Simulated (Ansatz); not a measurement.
[ICl2]- (ICl2⁻), relaxed as a singlet with RKS r2SCAN-D4/def2-TZVPD in Ansatz, starting from the GFN2-xTB geometry. Force threshold 0.02 eV/Å.

In the def2 sets I takes a core potential; there is no spin–orbit coupling.

Start:

Cartesian coordinates in Å:
```
I -0.0001 0.0003 0.0000
Cl -0.2414 -2.3242 -1.1434
Cl 0.2416 2.3239 1.1434
```

| step | energy (eV) | largest force component (eV/Å) | SCF passes |
| --- | --- | --- | --- |
| 1 | -33152.3663 | 0.137 | 18 |
| 2 | -33152.3687 | 0.013 | 22 |

Force components are those of the run's own axes.

End:

```xyz
3

I     0.000    0.000    0.000
Cl   -0.240   -2.307   -1.135
Cl    0.240    2.307    1.135
```

By distances, no bond broke or formed. The bond that changes most is I1–Cl2, from 2.60 to 2.58 Å (atoms count from 1).

No frequencies were taken in this run, so the end may be a saddle point.

It took 4.8 s on 2 threads of Arm Neoverse V2 on a shared host.
